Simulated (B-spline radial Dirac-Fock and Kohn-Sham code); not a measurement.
M4 emission of Hg²⁺

System: the Hg²⁺ ion, configuration [Xe] 4f14 5d10.

Level of theory: independent-particle rates on relativistic LDA orbitals of the hole state (multipoles up to L = 3, Coulomb Auger matrix elements, transition energies from Dirac-Fock); a radial atomic solver.

```tsv
line	multipole	energy (eV)	width (meV)	share (%)
Mζ2 (M4-N2)	E1	1700.4	2.77	4.06
M4-N3	E1	1805.1	0.299	0.437
Mβ (M4-N6)	E1	2284.9	64.8	94.7
M4-O2	E1	2302.4	0.504	0.736
M4-O3	E1	2320.5	0.0529	0.0774
```

The listed lines hold 100.0 % of the radiative rate. The radiative width is 0.0684 eV in the length form and 0.0690 eV in the velocity form; the two differ because the transition energies are not eigenvalue differences of the potential that gave the orbitals.

Values without a named source are computed, but for edge energies of neutral atoms, which are taken from tables.
